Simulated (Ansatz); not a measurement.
Geometry optimisation, RKS B3LYP-D4/def2-SVP (Ansatz).

input.yaml

```yaml
crystal:
  periodic: [false, false, false]
  atoms:
    - { symbol: Al, position_ang: [0.0, 0.0, 0.0] }
    - { symbol: O, position_ang: [0.0, 0.0, 2.13] }
    - { symbol: H, position_ang: [-0.9095, -0.2814, 2.4671] }
    - { symbol: O, position_ang: [1.5415, 0.0, -0.89] }
    - { symbol: H, position_ang: [1.8414, -0.9519, -1.0449] }
    - { symbol: O, position_ang: [-1.5415, 0.0, -0.89] }
    - { symbol: H, position_ang: [-2.0512, -0.8467, -0.6815] }
    - { symbol: "N", position_ang: [0.0995, 2.1044, 0.7] }
    - { symbol: H, position_ang: [0.493, 2.3259, 1.659] }
    - { symbol: H, position_ang: [-0.2465, 2.8877, 0.0753] }
    - { symbol: H, position_ang: [0.0609, 1.2889, 1.7979] }
basis:
  gaussian: { orbitals: def2-SVP }
hamiltonian:
  xc: b3lyp
  dispersion: d4
relax:
  f_tol: 0.15
  max_steps: 25
  restrain:
    - { distance: [0, 7], at: 3.12, k: 30.0 }
    - { distance: [10, 1], at: 2.21, k: 30.0 }
    - { distance: [0, 1], at: 1.78, k: 30.0 }
    - { distance: [10, 7], at: 1.06, k: 30.0 }
output:
  orbitals: {}
```

Command:

```bash
$ ansatz run input.yaml --threads 2 --pin off --max-ram 3072MiB --backend cpu --events-out ev --progress --plain --runs-dir out
```

Question: Where does it end, and by what steps?

Answer: It converged. The restraints hold the end off the free minimum. After 12 steps the energy has fallen by 3.452 eV (the restraints' own energy left out); H9 moved furthest, 1.11 Å. Parted: Al1–N8. Joined: N8–H11.

```json
{"step": "0", "energy less start (eV)": "0.0000", "largest force component (eV/Å)": "4.351", "accepted": "yes"}
{"step": "1", "energy less start (eV)": "0.3456", "largest force component (eV/Å)": "4.446", "accepted": "yes"}
{"step": "2", "energy less start (eV)": "-0.3064", "largest force component (eV/Å)": "4.523", "accepted": "yes"}
{"step": "3", "energy less start (eV)": "-1.5537", "largest force component (eV/Å)": "3.028", "accepted": "yes"}
{"step": "4", "energy less start (eV)": "-2.5236", "largest force component (eV/Å)": "2.869", "accepted": "yes"}
{"step": "5", "energy less start (eV)": "-2.8419", "largest force component (eV/Å)": "2.085", "accepted": "yes"}
{"step": "6", "energy less start (eV)": "-3.0560", "largest force component (eV/Å)": "1.478", "accepted": "yes"}
{"step": "7", "energy less start (eV)": "-3.1877", "largest force component (eV/Å)": "1.115", "accepted": "yes"}
{"step": "8", "energy less start (eV)": "-3.3016", "largest force component (eV/Å)": "0.945", "accepted": "yes"}
{"step": "9", "energy less start (eV)": "-3.3686", "largest force component (eV/Å)": "0.865", "accepted": "yes"}
{"step": "10", "energy less start (eV)": "-3.4159", "largest force component (eV/Å)": "0.930", "accepted": "yes"}
{"step": "11", "energy less start (eV)": "-3.4453", "largest force component (eV/Å)": "0.896", "accepted": "yes"}
{"step": "12", "energy less start (eV)": "-3.4520", "largest force component (eV/Å)": "0.899", "accepted": "yes"}
```

```xyz
11
Properties=species:S:1:pos:R:3
Al -0.013 -0.484 0.135
O -0.263 -0.296 1.862
H -1.021 -0.721 2.281
O 1.600 -0.638 -0.380
H 1.849 -0.670 -1.307
O -1.273 -0.755 -0.979
H -2.201 -0.528 -0.881
N 0.122 2.516 0.905
H 1.024 2.990 0.946
H -0.605 3.226 1.010
H 0.068 1.887 1.730
```

The run took 38 s on 2 threads of Arm Neoverse V1 (shared host), peak memory 0.22 GiB.
